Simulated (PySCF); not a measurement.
**Structure elucidation problem**

Molecular formula: C6H5FO2. Simulated spectra:

$^{1}$H NMR (600 MHz, computed): δ 6.04 (s, 1H), 5.47 (m, 1H), 2.21 (s, 3H).

$^{13}$C{$^{1}$H} NMR (computed): δ 173.1 (C), 164.7 (C), 161.1 (C), 114.3 (CH), 89.6 (CH), 24.0 (CH3).

Computational details: structure optimised with GFN2-xTB, shielding tensors at PBE0/pcSseg-1 (GIAO), in PySCF (no solvent, averaged over atoms made equivalent by symmetry, fast rotation or ring inversion, relativity neglected, one conformer).

δ = σ(ref) − σ, references computed at the same level: TMS for $^{1}$H (31.72 ppm), $^{13}$C (186.93 ppm).

Question: Deduce the structure.

Answer: 
- The formula gives 4 degrees of unsaturation (1 ring in the answer).
- 6 carbon signals for 6 carbons: no two carbons are equivalent.
- Carbon types of the structure: 3 × C, 2 × CH, 1 × CH3, which accounts for all hydrogens.
- δC 173.1, 164.7: unsaturated ring carbon.
- δC 161.1: ring carbonyl carbon.
- δC 114.3, 89.6: unsaturated ring CH.
- δC 24.0: methyl carbon on an unsaturated ring; a saturated carbon with 1 carbon neighbour and no heteroatom attached.
- δH 6.04, 5.47: hydrogen on a unsaturated ring CH.
- δH 2.21: hydrogen on a methyl carbon on an unsaturated ring.

The compound is `C1=C(C)C=C(F)OC1=O`.

The data come from this structure; uniqueness wasn't tested.

Splittings by $^{19}$F in the carbon and heteronuclear signals aren't shown, as no couplings were computed. Shifts are as computed. Against solution values, carbons near 30 ppm lie about +3 ppm off and those near 130 ppm about +5 ppm. Of 1211 compounds with measured shifts, 218 miss one by over three times the rms of a fit or turn the order of signals round; such compounds aren't used in these exercises. Multiplicities follow the n + 1 count of equivalent neighbours, as no J values were calculated; m marks all less simple cases, F and P coupling included.
